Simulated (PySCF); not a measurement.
**Trend along the alkali metals: MP cations**

CCSD(T) with double-zeta basis sets in PySCF, for the lowest determinant that a PBE0 search found; no spin–orbit coupling. De refers to high-spin ground-configuration atoms (the charge goes to the atom of lower measured ionisation energy or higher electron affinity, which is not always the lowest computed limit).

```csv
M,basis,"reference, frozen orbitals",charged atom,state (unpaired electrons),Re (Å),ωe (cm⁻¹),De (eV)
Li,"6-31G(d,p)","UHF, 5",Li+,"quartet (σ ↑, π ↑↑)",2.655,274,0.42
Na,def2-SVP,"UHF, 6",Na+,"quartet (σ ↑, π ↑↑)",3.158,121,0.24
K,def2-SVP,"UHF, 10",K+,"quartet (σ ↑, π ↑↑)",3.647,80.8,0.16
Rb,def2-SVP,"UHF, 5",Rb+,"quartet (σ ↑, π ↑↑)",3.784,63.4,0.14
Cs,def2-SVP,"UHF, 5",Cs+,"quartet (σ ↑, π ↑↑)",3.988,57.7,0.13
```

The shortest bond is that of LiP⁺ (2.655 Å), the longest that of CsP⁺ (3.988 Å).

The rows differ in basis set, which adds steps of its own.

Down a group the atoms grow and get heavier, so bonds lengthen and wavenumbers fall; this series shows no clear exception.

Correlated steps freeze the inner cores (5 to 10 orbitals); shallow outer-core shells are correlated. Weak bonds: CsP⁺, KP⁺, LiP⁺, NaP⁺, RbP⁺. Basis-set superposition, not corrected here, can be much of De in a small basis, most of all at correlated wavefunction levels. Spin–orbit coupling is left out, which matters for elements this heavy, above all for dissociation energies. For an ion De counts to the pair picked by the measured ionisation energies or electron affinities, which need not be the lowest pair at this level. States were picked by a PBE0 search and need not be the measured ground states.
